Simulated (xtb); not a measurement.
A run for xtb: GFN2-xTB on H5NOSn (SMILES [NH2][SnH2][OH]), a point of a torsion scan.

```
$ xtb mol.xyz --gfn 2 --opt vtight --chrg 0 --uhf 0 --input xcontrol
8

N      1.57062028    -0.21931559     0.16171846
Sn    -0.33270872     0.53517094     0.04689695
O     -1.59402652    -0.79975895    -0.71544726
H      1.54777988    -1.24416055     0.37227920
H      2.16368292     0.00657022    -0.65181597
H     -0.42514319     1.95896805    -0.93984546
H     -0.77069410     0.91495965     1.71303794
H     -1.61517113    -0.69035693    -1.69658327
$constrain
  force constant=1.0
  dihedral: 1,2,3,8,270.0
$end
```

Output:

```
[...]
           -------------------------------------------------
          |                Calculation Setup                |
           -------------------------------------------------



           -------------------------------------------------
          |                 G F N 2 - x T B                 |
           -------------------------------------------------

        Reference                      10.1021/acs.jctc.8b01176
      * Hamiltonian:
        H0-scaling (s, p, d)           1.850000    2.230000    2.230000
        zeta-weighting                 0.500000
      * Dispersion:
        s8                             2.700000
        a1                             0.520000
        a2                             5.000000
        s9                             5.000000
      * Repulsion:
        kExp                           1.500000    1.000000
        rExp                           1.000000
      * Coulomb:
        alpha                          2.000000
        third order                    shell-resolved
        anisotropic                    true
        a3                             3.000000
        a5                             4.000000
        cn-shift                       1.200000
        cn-exp                         4.000000
        max-rad                        5.000000


          ...................................................
          :                      SETUP                      :
          :.................................................:
          :  # basis functions                  23          :
          :  # atomic orbitals                  22          :
          :  # shells                           12          :
          :  # electrons                        20          :
          :  max. iterations                   250          :
          :  Hamiltonian                  GFN2-xTB          :
          :  restarted?                      false          :
          :  GBSA solvation                  false          :
          :  PC potential                    false          :
          :  electronic temp.          300.0000000     K    :
          :  accuracy                    1.0000000          :
          :  -> integral cutoff          0.2500000E+02      :
          :  -> integral neglect         0.1000000E-07      :
          :  -> SCF convergence          0.1000000E-05 Eh   :
          :  -> wf. convergence          0.1000000E-03 e    :
          :  Broyden damping             0.4000000          :
          :  net charge                          0          :
          :  unpaired electrons                  0          :
          ...................................................

 iter      E             dE          RMSdq      gap      omega  full diag
   1    -10.4482500 -0.104483E+02  0.196E+01    1.88       0.0  T
   2    -10.4051809  0.430691E-01  0.212E+01    5.61       1.0  T
   3    -11.5911934 -0.118601E+01  0.898E+00    4.96       1.0  T
   4    -11.5674746  0.237188E-01  0.752E+00    4.79       1.0  T
   5    -11.6372631 -0.697885E-01  0.794E-01    3.88       1.0  T
   6    -11.6393080 -0.204484E-02  0.783E-01    3.97       1.0  T
   7    -11.6389205  0.387446E-03  0.986E-01    3.92       1.0  T
   8    -11.6395839 -0.663412E-03  0.266E-01    4.10       1.0  T
   9    -11.6396395 -0.555902E-04  0.136E-01    4.06       1.0  T
  10    -11.6396532 -0.136262E-04  0.603E-02    4.05       1.0  T
  11    -11.6396556 -0.244565E-05  0.561E-03    4.04       6.3  T
  12    -11.6396556 -0.352145E-07  0.276E-03    4.04      12.8  T
  13    -11.6396556 -0.637053E-09  0.841E-04    4.04      42.1  T
  14    -11.6396556 -0.483231E-09  0.477E-04    4.04      74.2  T

   *** convergence criteria satisfied after 14 iterations ***

         #    Occupation            Energy/Eh            Energy/eV
      -------------------------------------------------------------
         1        2.0000           -0.7974318             -21.6992
       ...           ...                  ...                  ...
         4        2.0000           -0.5379854             -14.6393
         5        2.0000           -0.5116347             -13.9223
         6        2.0000           -0.4699905             -12.7891
         7        2.0000           -0.4587589             -12.4835
         8        2.0000           -0.4405179             -11.9871
         9        2.0000           -0.4356720             -11.8552
        10        2.0000           -0.3935123             -10.7080 (HOMO)
        11                         -0.2450311              -6.6676 (LUMO)
        12                         -0.1423434              -3.8734
        13                         -0.1179460              -3.2095
        14                         -0.1006085              -2.7377
        15                         -0.0546556              -1.4873
       ...                                ...                  ...
        22                          0.6126323              16.6706
      -------------------
[...]
      ...        0 min,  0.000 sec (  2.409%)
 Dispersion                     ...        0 min,  0.000 sec (  0.764%)
 classical contributions        ...        0 min,  0.000 sec (  0.325%)
 integral evaluation            ...        0 min,  0.001 sec ( 20.535%)
 iterations                     ...        0 min,  0.001 sec ( 24.633%)
 molecular gradient             ...        0 min,  0.002 sec ( 47.187%)
 printout                       ...        0 min,  0.000 sec (  3.587%)

         :::::::::::::::::::::::::::::::::::::::::::::::::::::
         ::                     SUMMARY                     ::
         :::::::::::::::::::::::::::::::::::::::::::::::::::::
         :: total energy             -11.596853828468 Eh    ::
         :: gradient norm              0.000134138411 Eh/a0 ::
         :: HOMO-LUMO gap              5.002172719647 eV    ::
         ::.................................................::
         :: SCC energy               -11.666158346716 Eh    ::
         :: -> isotropic ES            0.041080412213 Eh    ::
         :: -> anisotropic ES          0.000275071046 Eh    ::
         :: -> anisotropic XC          0.003190663094 Eh    ::
         :: -> dispersion             -0.003340408733 Eh    ::
         :: repulsion energy           0.069304465230 Eh    ::
         :: add. restraining           0.000000053018 Eh    ::
         :: total charge              -0.000000000000 e     ::
         :::::::::::::::::::::::::::::::::::::::::::::::::::::

           -------------------------------------------------
          |                Property Printout                |
           -------------------------------------------------

    * Orbital Energies and Occupations

         #    Occupation            Energy/Eh            Energy/eV
      -------------------------------------------------------------
         1        2.0000           -0.7951094             -21.6360
         2        2.0000           -0.6544544             -17.8086
         3        2.0000           -0.5900433             -16.0559
         4        2.0000           -0.5344957             -14.5444
         5        2.0000           -0.5105454             -13.8926
         6        2.0000           -0.4730209             -12.8716
         7        2.0000           -0.4555258             -12.3955
         8        2.0000           -0.4410306             -12.0011
         9        2.0000           -0.4356944             -11.8558
        10        2.0000           -0.3932223             -10.7001 (HOMO)
        11                         -0.2093958              -5.6979 (LUMO)
        12                         -0.1343192              -3.6550
        13                         -0.1022493              -2.7823
        14                         -0.0909935              -2.4761
        15                         -0.0515125              -1.4017
        16                         -0.0062854              -0.1710
        17                          0.0789522               2.1484
        18                          0.1354493               3.6858
        19                          0.2448675               6.6632
        20                          0.4955441              13.4844
        21                          0.5630676              15.3218
        22                          0.6309790              17.1698
      -------------------------------------------------------------
                  HL-Gap            0.1838265 Eh            5.0022 eV
             Fermi-level           -0.3013090 Eh           -8.1990 eV

     #   Z          covCN         q      C6AA      α(0)
     1   7 N        2.546    -0.376    29.750     8.100
     2  50 Sn       3.489     0.271   323.673    32.974
     3   8 O        1.579    -0.506    23.076     6.482
     4   1 H        0.867     0.164     1.306     1.790
     5   1 H        0.865     0.150     1.398     1.852
     6   1 H        0.928    -0.016     3.349     2.861
     7   1 H        0.936     0.025     2.658     2.549
     8   1 H        0.820     0.288     0.755     1.363

 Mol. C6AA /au·bohr⁶  :       1202.369502
 Mol. C8AA /au·bohr⁸  :      73203.115333
 Mol. α(0) /au        :         57.971650


Wiberg/Mayer (AO) data.
largest (>0.10) Wiberg bond orders for each atom

 ---------------------------------------------------------------------------
     #   Z sym  total        # sym  WBO       # sym  WBO       # sym  WBO
 ---------------------------------------------------------------------------
     1   7 N    3.181 --     5 H    0.966     4 H    0.956     2 Sn   0.934
                             6 H    0.123     7 H    0.114
     2  50 Sn   3.221 --     3 O    0.934     1 N    0.934     7 H    0.669
                             6 H    0.655
     3   8 O    2.103 --     2 Sn   0.934     8 H    0.904
     4   1 H    0.973 --     1 N    0.956
     5   1 H    0.977 --     1 N    0.966
     6   1 H    1.000 --     2 Sn   0.655     7 H    0.129     1 N    0.123
     7   1 H    0.999 --     2 Sn   0.669     6 H    0.129     1 N    0.114
     8   1 H    0.917 --     3 O    0.904
 ---------------------------------------------------------------------------

Topologies differ in total number of bonds
Writing topology from bond orders to xtbtopo.mol

molecular dipole:
                 x           y           z       tot (Debye)
 q only:        0.489       0.478      -0.394
   full:        0.684       0.448      -0.863       3.021
molecular quadrupole (traceless):
                xx          xy          yy          xz          yz          zz
 q only:       -1.318      -1.393      -0.370       0.309       1.811       1.688
  q+dip:       -1.505      -1.433      -1.050      -0.365       2.117       2.555
   full:       -0.794      -0.764      -1.416      -0.074       3.179       2.210

           -------------------------------------------------
          |                Geometry Summary                 |
           -------------------------------------------------

      molecular mass/u    :      153.7559245
   center of mass at/Å    :       -0.2515975       0.3546779      -0.0255350
  moments of inertia/u·Å² :        0.4774320E+02   0.8938140E+02   0.1274972E+03
rotational constants/cm⁻¹ :        0.3530897E+00   0.1886033E+00   0.1322196E+00

 * 7 selected distances

     #   Z          #   Z                                           value/Å
     1   7 N        2  50 Sn                                      2.0014199 (max)
     2  50 Sn       3   8 O                                       1.9395869
     1   7 N        4   1 H                                       1.0109414
     1   7 N        5   1 H                                       1.0097081
     2  50 Sn       6   1 H                                       1.6948837
     2  50 Sn       7   1 H                                       1.6473496
     3   8 O        8   1 H                                       0.9544775 (min)

 * 5 distinct bonds (by element types)

   Z      Z             #   av. dist./Å        max./Å        min./Å
   1 H    7 N           2     1.0103248     1.0109414     1.0097081
   1 H    8 O           1     0.9544775     0.9544775     0.9544775
   1 H   50 Sn          2     1.6711166     1.6948837     1.6473496
   7 N   50 Sn          1     2.0014199     2.0014199     2.0014199
   8 O   50 Sn          1     1.9395869     1.9395869     1.9395869


optimized geometry written to: xtbopt.xyz


           -------------------------------------------------
          | TOTAL ENERGY              -11.596853828468 Eh   |
          | GRADIENT NORM               0.000134138411 Eh/α |
Note: The following floating-point exceptions are signalling: IEEE_UNDERFLOW_FLAG IEEE_DENORMAL
normal termination of xtb
          | HOMO-LUMO GAP               5.002172719647 eV   |
           -------------------------------------------------

------------------------------------------------------------------------
------------------------------------------------------------------------
 total:
 SCF:
 ANC optimizer:
```

The run finished.

Warnings raised: the energy holds the restraint's term.

Cost: around 0.26 core-seconds (rough).
